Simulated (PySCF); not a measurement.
(1Z,3Z)-1,4-difluorobuta-1,3-diene (C4H4F2), SMILES C(/F)=C/C=C\F. Geometry: PBE-D3(BJ)/def2-SVP. Other conformers were not sampled.

Level of theory: PBE-D3(BJ)/def2-SVP in PySCF.

Harmonic wavenumbers (cm⁻¹): 91, 152, 220, 327, 566, 628, 752, 753, 772, 882, 913, 963, 1048, 1142, 1199, 1237, 1308, 1406, 1642, 1696, 3124, 3128, 3143, 3147. Rotational constants (GHz): 13.57, 1.561, 1.400; symmetry number 2.

Problem. Work out the zero-point energy and the ideal-gas rigid-rotor harmonic-oscillator thermochemistry at 298.15 K and 1 atm.

Solution. ZPE = ½ Σ hcν = ½ × 30239 cm⁻¹ = 180.87 kJ/mol. H − E(el) = 199.10 kJ/mol. Entropy in J/(mol K): translation 164.88, rotation 106.31, vibration 49.46, total 320.64. G − E(el) = 103.50 kJ/mol. Cp = 92.87 J/(mol K). Modes under 150 cm⁻¹ make the vibrational entropy uncertain.
